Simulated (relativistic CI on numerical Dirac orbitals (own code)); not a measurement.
# Slater and spin-orbit integrals, Xe49+

Calculated at this level of theory: Dirac-Coulomb-Breit CI, orbitals from a KLI potential per configuration, model QED (radiative potential, 1s self-energy scaled to tabulated hydrogen-like ionisation energies), unscaled Slater integrals (own radial code, finite nucleus).

Slater integrals F^k, G^k are unscaled and averaged over j, outside the closed core 1s2; ζ comes from projecting the Hamiltonian with its Breit term on Σ l·s of the shell.

- 2s2 2p: ζ(2p) = 1.9415e+06 cm⁻¹; <r>(2p) = 0.09384, <r^2>(2p) = 0.01066 (bohr units).
- 2s 2p2: F^2(2p,2p) = 1.0119e+06, G^1(2s,2p) = 1.0675e+06, ζ(2p) = 1.9337e+06 cm⁻¹; <r>(2s) = 0.1085, <r^2>(2s) = 0.01387, <r>(2p) = 0.09392, <r^2>(2p) = 0.01068 (bohr units).
- 2p3: F^2(2p,2p) = 1.0103e+06, ζ(2p) = 1.926e+06 cm⁻¹; <r>(2p) = 0.09407, <r^2>(2p) = 0.01071 (bohr units).

Averages of the first 10 configurations, taken without configuration mixing, which lowers the lowest level and can move excited configurations by several eV; other configurations of the list can lie among them:

```json
{"Configuration": "2s2 2p", "Parity": "odd", "States": "6", "Average energy above the lowest level (eV)": "245.3"}
{"Configuration": "2s 2p2", "Parity": "even", "States": "30", "Average energy above the lowest level (eV)": "640.7"}
{"Configuration": "2p3", "Parity": "odd", "States": "20", "Average energy above the lowest level (eV)": "1080.0"}
{"Configuration": "2p2 3s", "Parity": "even", "States": "30", "Average energy above the lowest level (eV)": "5970.4"}
{"Configuration": "2p2 3p", "Parity": "odd", "States": "90", "Average energy above the lowest level (eV)": "6090.2"}
{"Configuration": "2p2 3d", "Parity": "even", "States": "150", "Average energy above the lowest level (eV)": "6185.2"}
{"Configuration": "2s2 3s", "Parity": "even", "States": "2", "Average energy above the lowest level (eV)": "5193.2"}
{"Configuration": "2s2 3p", "Parity": "odd", "States": "6", "Average energy above the lowest level (eV)": "5320.1"}
{"Configuration": "2s2 3d", "Parity": "even", "States": "10", "Average energy above the lowest level (eV)": "5415.3"}
{"Configuration": "2s 2p 3s", "Parity": "odd", "States": "24", "Average energy above the lowest level (eV)": "5559.7"}
```
